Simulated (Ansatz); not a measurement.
Born–Oppenheimer molecular dynamics of BH₆O₂Si (10 atoms, charge 0, multiplicity 2). It starts at the highest image of a converged band. Of that band: A vibrational analysis at the climbing image gives 2 clearly imaginary modes (65i, 44i cm⁻¹): a point of higher order. A lower path may pass nearby, or the ends, which weren't checked, may share the extra mode.

Theory: UKS PBE0/def2-SVP (Ansatz).

| Property | Result |
| --- | --- |
| ensemble | NVE (velocity Verlet) |
| time step | 0.5 fs |
| steps asked | 200 |
| starting velocities drawn for | 100 K |
| seed | 5830 |

First frame:

```xyz
10
Properties=species:S:1:pos:R:3
B -0.183 -0.663 -1.024
H -0.516 -0.437 2.200
O 1.066 -0.350 -0.623
H 1.696 -1.051 -0.812
O -1.205 0.192 -0.833
H -2.043 -0.147 -1.158
Si 0.092 0.045 3.472
H -0.563 -0.642 4.625
H 1.553 -0.262 3.489
H -0.107 1.519 3.599
```

What does the run give?

All steps were run.

| Item | Value |
| --- | --- |
| steps done | 200 |
| time covered | 100 fs |
| mean temperature over the second half | 110 K |
| spread of the potential energy over the second half | 1.2 meV per atom |
| mean potential energy of the second half above the start | -1.0 meV per atom |

The conserved energy stayed within 0.025 meV per atom of its start (net change 0.02 meV per atom), so the integration is sound. A run of 0.1 ps of so small a system gives no equilibrium averages.

What happens to the structure?

Between its relaxed ends the band would form H2–Si7 and break B1–H2. These pairs go: H2–Si7 1.49 → 1.49 Å, B1–H2 3.25 → 3.95 Å. In the last frame they stand as after the step (other bonds may differ from the relaxed reactants and products). It ends as BH2O2 + H4Si. Pairs count as bonded within 1.25 times the sum of covalent radii (0.12 Å more for H–H). This is one draw of velocities; another would differ in detail.

How do temperature and energy run in time?


| time (fs) | T (K) | potential energy less start (eV) | conserved less start (meV/atom) |
| --- | --- | --- | --- |
| 0 | 100 | 0.000 | 0.00 |
| 8 | 56 | 0.045 | 0.01 |
| 16 | 96 | 0.005 | 0.01 |
| 24 | 62 | 0.039 | 0.02 |
| 32 | 90 | 0.011 | 0.02 |
| 40 | 74 | 0.027 | 0.02 |
| 48 | 85 | 0.016 | 0.02 |
| 56 | 95 | 0.005 | 0.02 |
| 64 | 92 | 0.008 | 0.02 |
| 72 | 118 | -0.018 | 0.01 |
| 80 | 105 | -0.005 | 0.01 |
| 88 | 131 | -0.032 | 0.01 |
| 96 | 118 | -0.018 | 0.01 |

Time of the run: 3.6 min on 4 threads of Arm Neoverse V2 (shared host), peak memory 0.23 GiB.
